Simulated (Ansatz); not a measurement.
`C[Si](C)(Cl)Cl` + `[NH2][In]([Cl])[Cl]` → `C[NH][In]([Cl])[Cl]` + `C[SiH](Cl)Cl`  (substitution at a C–Si bond)

Gas-phase electronic energies from Ansatz, PBE0-D4/def2-TZVP geometries. CCSD(T)/CBS is the MP2 limit (def2-TZVPP, def2-QZVPP) plus CCSD(T) − MP2 in def2-TZVPP, frozen cores. DFT in def2-TZVPP. def2 core potentials past Kr. For In outer-core shells are correlated without core-valence functions, which leaves a few kJ/mol of doubt a bond. One conformer a species, not always the lowest.

`C[Si](C)(Cl)Cl`:

```xyz
11

C     0.740   -1.203   -0.757
Si   -0.544   -0.244    0.168
C    -0.070    1.503    0.550
Cl   -2.277   -0.227   -0.943
Cl   -0.945   -1.218    1.936
H     1.665   -1.253   -0.177
H     0.395   -2.220   -0.947
H     0.953   -0.724   -1.716
H     0.833    1.525    1.165
H    -0.871    2.007    1.094
H     0.121    2.055   -0.374
```

`[NH2][In]([Cl])[Cl]`:

Z-matrix (Å, degrees):
```
N
In 1 2.000
H 1 1.010 2 115.7
H 1 1.010 2 115.7 3 -130.4
Cl 2 2.308 1 121.4 3 158.6
Cl 2 2.308 1 121.4 3 -28.1
```

`C[NH][In]([Cl])[Cl]`:

Z-matrix (Å, degrees):
```
C
N 1 1.449
H 1 1.097 2 113.4
H 1 1.096 2 110.7 3 -121.5
H 1 1.092 2 110.2 3 120.4
In 2 1.987 1 124.9 3 -96.4
H 2 1.008 1 113.8 3 59.1
Cl 6 2.307 2 122.3 1 170.0
Cl 6 2.311 2 119.3 1 -15.6
```

`C[SiH](Cl)Cl`:

Z-matrix (Å, degrees):
```
C
Si 1 1.847
H 1 1.093 2 110.1
H 1 1.093 2 110.1 3 120.0
H 1 1.092 2 110.4 3 -120.0
Cl 2 2.049 1 109.8 3 179.8
Cl 2 2.049 1 109.8 3 60.2
H 2 1.477 1 113.5 3 -60.0
```

```json
{"level": "r2SCANh-D4", "ΔE (eV)": "1.06"}
{"level": "B2PLYP", "ΔE (eV)": "0.99"}
{"level": "SCS-MP2/def2-TZVPP", "ΔE (eV)": "0.98"}
{"level": "HF/def2-QZVPP", "ΔE (eV)": "0.91"}
```

Question: What does CCSD(T)/CBS give? (Estimate.)

Answer: Ansatz gave: +1.01 eV. The listed levels differ from it by 0.05, -0.02, -0.03, -0.10 eV.

Largest T1 diagnostic among the species: 0.013.

At CCSD(T), def2-SVP lies −0.21 eV from the extrapolated value and def2-TZVPP −0.01 eV. In def2-TZVPP, CCSD(T) changes the Hartree–Fock value by +0.08 eV (the triples alone add +0.01 eV) and MP2 by +0.13 eV. From BLYP to BHLYP (50 % exact exchange), in def2-TZVPP and without D4, ΔE moves by +0.03 eV.
